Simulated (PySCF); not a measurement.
Dipole response of Hg²⁺ (mercury, charge +2)

[Xe] 4f14 5d10, closed-shell 1S. Computed with PySCF 2.14 in ANO-RCC-VTZP (8s7p5d3f1g, 84 functions), with scalar relativity by spin-free X2C-1e. Coupled (time-dependent) response in atomic units; α is the mean over directions. The basis has no added diffuse functions, which lowers α and C₆.

```json
{"method": "UHF", "mean α (bohr³)": "6.952", "C₆ (like pair)": "44.83", "S(−4)": "8.585"}
{"method": "PBE", "mean α (bohr³)": "7.782", "C₆ (like pair)": "50.96", "S(−4)": "12.38"}
{"method": "PBE0", "mean α (bohr³)": "7.501", "C₆ (like pair)": "48.92", "S(−4)": "10.91"}
```

S(−4) is the Cauchy moment in α(ω) = α(0) + S(−4) ω² + …

α(iu) at PBE0:

```csv
u (hartree),α(iu) (bohr³)
0,7.501
0.0500,7.474
0.100,7.394
0.200,7.107
0.300,6.710
0.500,5.842
0.750,4.892
1.00,4.133
1.50,3.015
2.00,2.253
3.00,1.355
5.00,0.6270
```

A single London oscillator, α(iu) = α/(1 + u²/ω²), gives C₆ = (3/4) ω α². Matching the computed C₆ needs ω = 4 × 48.92 / (3 × 7.501²) = 1.16 hartree.

For an ion, C₆ is the dispersion term alone; charge-induced terms of lower order in 1/R come first.

Spin-orbit coupling, which splits the p, d and f shells strongly at this Z, is absent.
